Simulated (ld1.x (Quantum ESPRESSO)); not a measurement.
**Building the ultrasoft potential for P (PBE, fully relativistic).**

- Element: phosphorus (P)
- Generator: ld1.x (Quantum ESPRESSO) 7.5
- Type: ultrasoft
- Functional: PBE
- Relativity: fully relativistic
- Frozen core: [Ne]
- Valence charge: 5
- Reference configuration: 3s2 3p3
- Partial waves: 3s (bound): rcut 1.30, rcutus 1.55 bohr; 3s channel at -0.4 Ry: rcut 1.30, rcutus 1.55 bohr; 3p (bound): rcut 1.65, rcutus 1.95 bohr; 3p channel at 4.75 Ry: rcut 1.65, rcutus 1.95 bohr
- Local potential: all-electron potential smoothed inside 1.15 bohr (lloc = -1)
- Core correction: none
- Augmentation charge: PSQ, inside the norm-conserving radii

Open shells are filled in proportion to 2j + 1 (rel_dist='average').

All-electron outer shells of the reference configuration (PBE, scalar-relativistic, ld1.x):

```
shell  level (eV)  outermost node (bohr)  outermost maximum (bohr)
   2s     -173.99                   0.14                      0.42
   2p     -124.49                      –                      0.36
   3s      -13.97                   0.65                      1.58
   3p       -5.51                   0.64                      1.83
```

What the tests gave:

| Property | Result |
| --- | --- |
| Cutoffs needed | 15 Ry and 21 Ry (the cutoffs (Ry, on a coarse ladder) from which the occupation-weighted sum of valence levels, in a spherical-Bessel basis at the reference potential, stays within 10 and 1 mRy of its value at 400 Ry) |
| Ghost test | no extra level below or beside the all-electron valence levels (s, p1/2, p3/2, d, f tested) (spherical-Bessel basis up to 400 Ry, 20 bohr box) |
| Largest excitation error | +124 meV (all-electron minus pseudo) for 3s1 3p0, out of 7 test configurations |
| Lowest eigenvalue of the overlap operator | 0.42 (s channel) |
| Density cutoff estimated by the generator | 122 Ry |

Generation and tests took about 1.6 s on one core of a shared server CPU.
